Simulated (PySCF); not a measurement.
AlH7OSi2, SMILES [OH][Al]([SiH3])[SiH3]. Atoms are numbered in the order given.

```xyz
11

Al    -0.3125    -0.2870     0.0001
O     -1.5470    -1.4193     0.0017
H     -2.2473    -2.0621     0.0034
Si    -0.6996     1.8002    -1.2416
H      0.4952     2.7051    -1.2264
H     -1.8491     2.5722    -0.6630
H     -1.0389     1.5310    -2.6782
Si     1.7351    -0.8501     1.2405
H      2.7491     0.2530     1.2020
H      2.3916    -2.0778     0.6802
H      1.4414    -1.1372     2.6837
```
Charge 0, spin multiplicity 1.

Coordinates come from a r2SCAN-D4/def2-SVP optimisation. The geometry has at least one imaginary mode, so it is a saddle point at that level. The structure was generated by enumeration; whether it is a known compound was not checked. One conformer was computed; it need not be the lowest.

Computed with PBE0/pcSseg-1 in PySCF.

GIAO shieldings, no solvent; atoms alike by connectivity are averaged. δ = σ(ref) − σ: ¹⁷O against H2O (σ = 334.2 ppm); ¹H against TMS (σ = 31.56 ppm); ²⁹Si against TMS (σ = 352.7 ppm), references at their B3LYP-D3(BJ)/def2-TZVP geometries, non-relativistic.

| atoms | nucleus | count | δ (ppm) |
|---|---|---|---|
| O2 | ¹⁷O | 1 | 96.4 |
| H3 | ¹H | 1 | (withheld) |
| H5, H6, H7, H9, H10, H11 | ¹H | 6 | 3.32 |
| Si4, Si8 | ²⁹Si | 2 | (withheld) |

**Question.** What belongs in the gaps? (An estimate is asked for; the answer gives what the named calculation found.)

**Answer.** 
- H3, δ (ppm): 5.03
- Si4, Si8, δ (ppm): -130.2
